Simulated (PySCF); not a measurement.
PySCF job for Cl₂H₃NOZr, SMILES [NH2][Zr]([OH])([Cl])[Cl], multiplicity 1, C-PCM-M06-2X/def2-SVP. Geometry optimised at B3LYP-D3(BJ)/def2-SVP. The multiplicity is an assumed one; no other spin state was optimised. The structure was generated by enumeration; whether it is a known compound was not checked. The def2 effective core potentials stand for the cores of Zr; spin–orbit coupling is left out. One conformer was computed; it need not be the lowest.

```python
import numpy as np
from pyscf import gto, scf, dft
from pyscf.solvent import pcm

mol = gto.M(
    atom='''
    Zr   -0.03367114   -0.27205605   -0.00000000
    Cl    0.00487782    1.12256167    1.93031222
    Cl    0.00487782    1.12256168   -1.93031221
    O    -1.50342654   -1.48525158    0.00000000
    H    -2.36089692   -1.91836894   -0.00000000
    N     1.62006031   -1.42472263   -0.00000000
    H     1.65219242   -2.44391573   -0.00000001
    H     2.57669439   -1.06749910   -0.00000001
    ''',
    basis='def2-SVP',
    ecp={'Zr': 'def2-svp'},
    charge=0,
    spin=0,
    max_memory=1600,
    verbose=3,
)
mf = dft.RKS(mol, xc='m06-2x').density_fit(auxbasis='def2-universal-jkfit')
mf.grids.level = 4
mf.conv_tol = 1e-9
mf.max_cycle = 100
mf.kernel()
res = {}
for name, eps in {'water': 78.355, 'dimethylsulfoxide': 46.826, 'tetrahydrofuran': 7.4257}.items():
    s = mf.PCM()
    s.with_solvent.method, s.with_solvent.eps, s.with_solvent.lebedev_order = 'C-PCM', eps, 29
    s.kernel(mf.make_rdm1())
    res[name] = (s.e_tot, eps, s.dip_moment(), s.mo_energy, s.converged)
    print(f'{name}: electrostatic solvation free energy {(s.e_tot - mf.e_tot) * 627.509474:.3f} kcal/mol')
```

It prints:

```
converged SCF energy = -1098.94074300317

WARN: PCM is an experimental feature. It is still in testing.
Features and APIs may be changed in the future.

converged SCF energy = -1098.95609790304
Dipole moment(X, Y, Z, Debye): -0.12841, -4.75813, -0.00000
water: electrostatic solvation free energy -9.635 kcal/mol

WARN: PCM is an experimental feature. It is still in testing.
Features and APIs may be changed in the future.

converged SCF energy = -1098.95594663388
Dipole moment(X, Y, Z, Debye): -0.12916, -4.74741, -0.00000
dimethylsulfoxide: electrostatic solvation free energy -9.540 kcal/mol

WARN: PCM is an experimental feature. It is still in testing.
Features and APIs may be changed in the future.

converged SCF energy = -1098.95398582842
Dipole moment(X, Y, Z, Debye): -0.13835, -4.61050, -0.00000
tetrahydrofuran: electrostatic solvation free energy -8.310 kcal/mol
```

The calculation finished and met its thresholds.

Cost: around 100 core-seconds (rough).
